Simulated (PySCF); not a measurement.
2,5-dihydro-1H-silole (C4H8Si), SMILES C1=CC[SiH2]C1.

The structure is a stationary point at PBE0-D3(BJ)/def2-SVP. The values are those of a single conformer.

Method: PBE/def2-TZVP (PySCF).

The molecule is in vacuum.

Computed frontier levels, gap, dipole moment and polarisability:
The highest occupied level is -5.97 eV, the lowest empty level is -0.60 eV and the orbital gap is 5.37 eV. The dipole moment is 0.46 D, the quadrupole, principal values (traceless, Buckingham form, about the centre of nuclear charge) comes out as -1.80, -1.71, 3.52 D·Å and the mean static polarisability comes out as 72.5 bohr³ (10.75 Å³). The polarisability, principal values is 56.8, 80.1, 80.8 bohr³.
